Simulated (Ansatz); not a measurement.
Name a neutral molecule of Al, C, O, S, Si and H with LUMO energy (PBE/def2-TZVPP) between -1.40 and -1.10 eV and HOMO–LUMO gap (ωB97M-V/def2-TZVPP) between 9.80 and 10.10 eV (Ansatz, PBE0-D4/def2-TZVP geometry).

`C[Si](O)([AlH2])S` (-1.25 eV, 9.84 eV). Other molecules can fit too; these were computed, each in one conformer that needn't be the lowest.
